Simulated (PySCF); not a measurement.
C₅H₇N, SMILES C(C#C)/C=N/C. Geometry optimised at PBE-D3(BJ)/def2-SVP. The structure was generated by enumeration; whether it is a known compound was not checked. Other conformers were not sampled.

Computed equilibrium geometry at PBE-D3(BJ)/def2-SVP (PySCF confirms it by a frequency run) as Cartesian coordinates in Å (one conformer of several):
```xyz
13

C      2.1265     1.9772    -0.8482
C      1.6873     0.9627    -0.3265
C      1.1268    -0.2457     0.2745
C     -0.3125    -0.4933    -0.1326
N     -1.2115    -0.7429     0.7344
C     -2.5598    -0.9881     0.2803
H      2.5230     2.8749    -1.3009
H      1.7398    -1.1247    -0.0340
H      1.1648    -0.2007     1.3832
H     -0.5252    -0.4451    -1.2321
H     -3.2471    -0.2584     0.7591
H     -2.6949    -0.9317    -0.8284
H     -2.8893    -1.9909     0.6272
```
Charge 0, spin multiplicity 1.
